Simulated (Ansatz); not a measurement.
Ti, charge +1, doublet (typed; the unrestricted solution is spin-contaminated) (a state made from the parent by changing its charge; the spin is typed, not shown lowest); PBE/6-31G (Ansatz, an electronic-structure program).

Here is a job for Ansatz.
Ansatz 0.2 input:
```yaml
crystal:
  periodic: [false, false, false]
  atoms:
    - {symbol: Ti, position_ang: [0.00000000, 0.00000000, 0.00000000]}
basis:
  gaussian:
    orbitals: 6-31G
hamiltonian:
  xc: pbe
total_charge: 1
magnetization: {spin_polarized: true, initial_magnetization: 1}
```

Output, abridged:

```
Functional definition: PBE
186 factors; integrals over basis functions are off by at most 8.1e-5 eV
mean field evaluation 1: about -23087.5235 eV, gradient 3.5e1 eV
mean field evaluation 2: about -23067.7364 eV, gradient 5.3e1 eV
mean field evaluation 4: about -23092.5014 eV, gradient 1.7e1 eV
mean field evaluation 8: about -23092.3846 eV, gradient 1.8e1 eV
mean field evaluation 16: about -23096.2418 eV, gradient 9.3e-3 eV
mean field evaluation 32: about -23096.3601 eV, gradient 2.4e-5 eV
mean field evaluation 64: about -23095.6850 eV, gradient 7.7e0 eV
mean field evaluation 96: about -23096.3586 eV, gradient 3.8e-1 eV
mean field evaluation 128: about -23096.2338 eV, gradient 1.1e0 eV
mean field evaluation 160: about -23096.2274 eV, gradient 3.6e-1 eV
mean field evaluation 192: about -23096.3601 eV, gradient 4.3e-4 eV
mean field -23096.36006073 eV, -848.7755769567 hartree, gradient 1.2e-5 eV, S^2 1.750100; 9 other end points of the search recorded, 0 dependent functions left out
reference -23096.36010298 eV, -848.7755785095 hartree; 11, 10 occupied and 18, 19 virtual orbitals, 186 factors
Total energy: -23096.36010298 eV, -848.7755785095 hartree
```
